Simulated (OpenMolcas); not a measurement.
**Cr4+: ligand-field states by method**

Cr4+ with 6 ligands (water) in trigonal antiprismatic coordination (D3d) at 1.91 Å, a polar angle of 56.6° against the regular 54.74°. Ligand basis ANO-RCC-VDZP.
```
Cr    0.0000    0.0000    0.0000
O     0.0000    1.5945    1.0515
H    -0.7797    2.0762    1.3692
H     0.7797    2.0762    1.3692
O    -1.3809   -0.7972    1.0515
H    -2.1879   -0.3628    1.3692
H    -1.4081   -1.7134    1.3692
O     1.3809   -0.7972    1.0515
H     2.1879   -0.3628    1.3692
H     1.4081   -1.7134    1.3692
O     0.0000   -1.5945   -1.0515
H    -0.7797   -2.0762   -1.3692
H     0.7797   -2.0762   -1.3692
O     1.3809    0.7972   -1.0515
H     1.4081    1.7134   -1.3692
H     2.1879    0.3628   -1.3692
O    -1.3809    0.7972   -1.0515
H    -1.4081    1.7134   -1.3692
H    -2.1879    0.3628   -1.3692
```

```
Program             : OpenMolcas
Basis               : ANO-RCC-VDZP [5s4p2d1f]
Scalar Hamiltonian  : DKH2, point nucleus
Active space        : 2 electrons in 5 orbitals (3d)
State averaging     : 2S+1 = 3 even, 10 roots; 2S+1 = 1 even, 15 roots
Spin-orbit coupling : state interaction with AMFI integrals over the reference wave functions
```

I. CASSCF
II. SS-CASPT2, IPEA 0.25 Eh, imaginary shift 0.1 Eh (closed shells correlated: 3s 3p and the ligand valence shells)
III. SS-CASPT2, IPEA 0.5 Eh, imaginary shift 0.1 Eh (closed shells correlated: 3s 3p and the ligand valence shells)

Spin-free states in cm-1, each column counted from its own energy of the first state listed:

```tsv
State	Degeneracy	I	II	III
2S+1 = 3	1	0	0	0
2S+1 = 3	2	4228	5870	6060
2S+1 = 1	2	15400	10420	10410
2S+1 = 1	2	19307	16050	16240
2S+1 = 1	1	19485	15810	16310
2S+1 = 3	1	20697	23010	24390
2S+1 = 3	2	22206	25340	26440
2S+1 = 3	1	33953	32830	34350
2S+1 = 1	1	34717	28700	29750
2S+1 = 3	2	36035	36700	37690
2S+1 = 1	1	36808	33500	34890
2S+1 = 1	2	37356	35210	36380
2S+1 = 1	1	39582	37190	38510
2S+1 = 1	2	42604	42860	43470
2S+1 = 3	1	42901	51070	51740
2S+1 = 1	2	58123	61070	61860
2S+1 = 1	1	77525	74220	75360
```

From I to II, I's first state of the same spin (2S+1 = 3) moves from 4228 to 5870 cm-1, by about +1600 cm-1.

From I to II, I's first state of another spin (2S+1 = 1) moves from 15400 to 10420 cm-1, by about -5000 cm-1.

χT at 300 K: I 0.95, II 0.96, III 0.96 cm3 K/mol.

Roots that are degenerate in the reference are averaged as groups; the widest CASPT2 spread within a group is 250 cm-1 (the 2-fold group of multiplicity 1 near 16200 cm-1 above the lowest state of its run, III). Shifts and gaps below about the spread of the groups concerned are not significant. Over all roots computed the reference weight is 0.68 to 0.69 in II, 0.69 to 0.70 in III; a low but even weight reflects the number of correlated electrons. The least metal-like active orbital is 81 % on the metal (Löwdin) and no ligand orbital is active, so the numbers are rough. Ligand-to-metal charge-transfer states are missing. With no ligand orbital active B as a rule stays too high, so bands that hang on it stand too high and its fall with covalency is understated. Without dynamic correlation the repulsion within the d shell is too large (B by tens of per cent), so at a given field states of lower spin stand too high (holds for I). With metal d orbitals alone the field can be off either way by tens of per cent (holds for I). With one d shell and no ligand orbital active, 10Dq can be off by a tenth or more (holds for II; III). No measured value stands beside these numbers; the geometry is a model, was not optimised and need not be the one that this ion takes.
